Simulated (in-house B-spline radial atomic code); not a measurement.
**La⁵⁺: [Kr] 4d10 5s2 5p4**

Computed with a B-spline radial code for spherical atoms: Dirac-Kohn-Sham relativistic LDA, spherical fractional occupations, Fermi nucleus of rms radius 4.855 fm.

Effective charges: Z_r = [3n² - l(l+1)]/(2<r>) from the radius, Z_e = n√(-2ε) from the energy, and Slater's rules. Values are occupation-weighted means over j. An effective charge above Z reflects the relativistic contraction of the inner shells.

```tsv
shell	electrons	ε (eV)	<r> (bohr)	Z_r	Z_e	Slater
1s	2	-38534	0.02517	59.60	53.22	56.70
2s	2	-6186.3	0.1073	55.90	42.65	52.85
2p	6	-5572.6	0.09418	53.09	40.48	52.85
3s	2	-1366	0.2858	47.24	30.06	45.75
3p	6	-1167.6	0.2833	44.12	27.79	45.75
3d	10	-874.04	0.2603	40.34	24.05	35.85
4s	2	-317.89	0.6549	36.65	19.33	29.25
4p	6	-252.78	0.6925	33.21	17.24	29.25
4d	10	-156.68	0.7646	27.47	13.57	17.85
5s	2	-88.079	1.489	25.18	12.72	11.95
5p	4	-70.102	1.661	21.98	11.35	11.95
```

The least bound orbital is 5p3/2 at -69.07 eV, and it is also the most diffuse (<r> = 1.68 bohr).

Spin-orbit splittings of the orbital energies (j = l + 1/2 above j = l - 1/2 when positive): 2p 408.9 eV, 3p 79.75 eV, 3d 17.15 eV, 4p 17.17 eV, 4d 3.008 eV, 5p 3.091 eV.

For the 1s electron the small component carries 4.41 % of the norm, the zero-frequency Breit interaction raises the level by 102.6 eV, self-energy by 59.7 eV, and vacuum polarisation lowers it by 8.755 eV.
